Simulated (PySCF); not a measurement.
C2H8OTi, SMILES CC[O][TiH3], multiplicity 1. Atoms are numbered in the order given.

```xyz
12

Ti     0.1075     1.4313     0.0000
O     -0.3721    -0.2159     0.0000
C     -0.6627    -1.5850     0.0000
C      0.6032    -2.4118     0.0000
H     -1.2781    -1.8049    -0.8891
H     -1.2781    -1.8049     0.8891
H      1.2087    -2.1940    -0.8922
H      0.3573    -3.4843     0.0000
H      1.2087    -2.1940     0.8922
H      1.0307     1.6675     1.4070
H     -1.3103     2.3674     0.0000
H      1.0307     1.6675    -1.4070
```

Geometry optimised at PBE0-D3(BJ)/def2-SVP. The multiplicity is an assumed one; no other spin state was optimised. The structure was generated by enumeration; whether it is a known compound was not checked. The values are those of a single conformer.

Level of theory: PBE0-D3(BJ)/def2-SVP run with PySCF 2.14.0.

Frequencies are harmonic and unscaled.

Task: Estimate the vibrational spectrum. (The exact figures need the calculation; the answer reports its results.)

Result: 
| mode | ν (cm⁻¹) | IR (km/mol) | moving atoms (share of kinetic energy) |
|---|---|---|---|
| 1 | 36 | 0.0 | H 85 %, C 11 % |
| 2 | 74 | 0.3 | O 41 %, C 24 %, H 24 %, Ti 11 % |
| 3 | 105 | 1.7 | O 50 %, H 41 % |
| 4 | 276 | 0.2 | H 87 % |
| 5 | 374 | 1.4 | H 53 %, C 28 %, O 11 %, Ti 9 % |
| 6 | 429 | 31.5 | H 82 %, O 10 % |
| 7 | 456 | 36.5 | H 62 %, O 24 %, Ti 8 % |
| 8 | 537 | 51.8 | H 67 %, C 18 %, O 12 % |
| 9 | 606 | 83.7 | H 99 % |
| 10 | 607 | 72.8 | H 98 % |
| 11 | 700 | 179.1 | H 47 %, Ti 27 %, C 25 % |
| 12 | 805 | 1.4 | H 92 % |
| 13 | 972 | 33.3 | H 51 %, C 37 %, O 10 % |
| 14 | 1113 | 4.3 | C 56 %, H 42 % |
| 15 | 1160 | 3.3 | H 61 %, C 36 % |
| 16 | 1243 | 683.0 | O 56 %, C 37 % |
| 17 | 1295 | 0.2 | H 92 % |
| 18 | 1371 | 2.6 | H 80 %, C 16 % |
| 19 | 1408 | 20.3 | H 70 %, C 27 % |
| 20 | 1453 | 10.9 | H 97 % |
| 21 | 1472 | 0.0 | H 95 % |
| 22 | 1488 | 2.1 | H 92 % |
| 23 | 1693 | 423.0 | H 97 % |
| 24 | 1694 | 430.7 | H 97 % |
| 25 | 1742 | 145.8 | H 99 % |
| 26 | 3056 | 39.2 | H 95 % |
| 27 | 3065 | 9.2 | H 97 % |
| 28 | 3110 | 13.0 | H 90 %, C 10 % |
| 29 | 3168 | 11.8 | H 90 %, C 10 % |
| 30 | 3171 | 11.5 | H 90 %, C 10 % |
